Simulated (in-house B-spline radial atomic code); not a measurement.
## BSE on G0W0@HF excitations of Ca²⁺

Method: BSE on G0W0@HF. Computed with an all-electron radial atomic-structure program (B-spline basis): linear response of the closed shell [Ne] 3s2 3p6 with a statically screened interaction on G0W0 levels; non-relativistic, point nucleus, no spin-orbit coupling, no double excitations, S, P, D and F terms only. Only terms of natural parity with L up to 3 were computed.

Command:
```bash
python run_td.py task.json out
```
Settings (radii: box in bohr, nucleus in fm):
```
Z                        20
electrons                18
configuration            [Ne] 3s2 3p6
hamiltonian              nr
method                   bse
box_radius               29.48
intervals                54
```

Time taken, with all properties: 7.4 s on 1 thread of Arm Neoverse N1, on a shared host.

The lowest states, in the order of their Tamm-Dancoff energies; the method's threshold (minus the highest G0W0 level) is 51.46 eV. Labels give the largest channel, * marks a mixed state, and oscillator strengths are full-response dipole values. Energies in eV:

```json
{"state": "3p → 3d 3P", "full response": "26.068", "Tamm-Dancoff": "26.137", "oscillator strength": "-"}
{"state": "3p → 3d 3F", "full response": "26.779", "Tamm-Dancoff": "26.936", "oscillator strength": "-"}
{"state": "3p → 3d 1F", "full response": "29.065", "Tamm-Dancoff": "29.081", "oscillator strength": "-"}
{"state": "3p → 4s 3P", "full response": "?", "Tamm-Dancoff": "?", "oscillator strength": "-"}
{"state": "3p → 4s 1P", "full response": "31.32", "Tamm-Dancoff": "31.33", "oscillator strength": "0.593"}
{"state": "3p → 4p 3S", "full response": "34.33", "Tamm-Dancoff": "34.35", "oscillator strength": "-"}
{"state": "3p → 4p 3D", "full response": "35.02", "Tamm-Dancoff": "35.04", "oscillator strength": "-"}
{"state": "3p → 4p 1D", "full response": "35.35", "Tamm-Dancoff": "35.35", "oscillator strength": "-"}
{"state": "3p → 3d 1P", "full response": "34.81", "Tamm-Dancoff": "35.73", "oscillator strength": "3.36"}
{"state": "3p → 4p 1S", "full response": "36.67", "Tamm-Dancoff": "36.82", "oscillator strength": "-"}
{"state": "3p → 4d 3P", "full response": "40.54", "Tamm-Dancoff": "40.55", "oscillator strength": "-"}
{"state": "3p → 4d 3F", "full response": "40.70", "Tamm-Dancoff": "40.71", "oscillator strength": "-"}
{"state": "3p → 4d 1F", "full response": "41.00", "Tamm-Dancoff": "41.00", "oscillator strength": "-"}
{"state": "3p → 5s 3P", "full response": "41.27", "Tamm-Dancoff": "41.27", "oscillator strength": "-"}
{"state": "3p → 5s 1P", "full response": "41.42", "Tamm-Dancoff": "41.43", "oscillator strength": "0.15"}
{"state": "3p → 5p 3S", "full response": "42.58", "Tamm-Dancoff": "42.59", "oscillator strength": "-"}
{"state": "3p → 4d 1P", "full response": "42.31", "Tamm-Dancoff": "42.70", "oscillator strength": "0.676"}
{"state": "3p → 5p 3D", "full response": "42.82", "Tamm-Dancoff": "42.82", "oscillator strength": "-"}
{"state": "3p → 5p 1D", "full response": "42.93", "Tamm-Dancoff": "42.93", "oscillator strength": "-"}
{"state": "3p → 5p 1S", "full response": "43.43", "Tamm-Dancoff": "43.49", "oscillator strength": "-"}
{"state": "3p → 4f 3D", "full response": "?", "Tamm-Dancoff": "?", "oscillator strength": "-"}
{"state": "3p → 4f 1D", "full response": "43.71", "Tamm-Dancoff": "43.71", "oscillator strength": "-"}
```

**Question.** Where does 3p → 4s 3P lie?

**Answer.** At 30.77 eV in full response, 30.78 eV in Tamm-Dancoff.

**Question.** Where does 3p → 4f 3D lie?

**Answer.** At 43.63 eV in full response, 43.63 eV in Tamm-Dancoff.

**Question.** How large is the singlet-triplet splitting of 3p → 3d (F terms) in Tamm-Dancoff?

**Answer.** 2.15 eV, from the unrounded values.

**Question.** What polarisabilities and dispersion coefficient does the method give?

**Answer.** Dipole 3.177 bohr³, quadrupole 6.756 bohr⁵, C6 10.44 hartree·bohr⁶ for two such species.
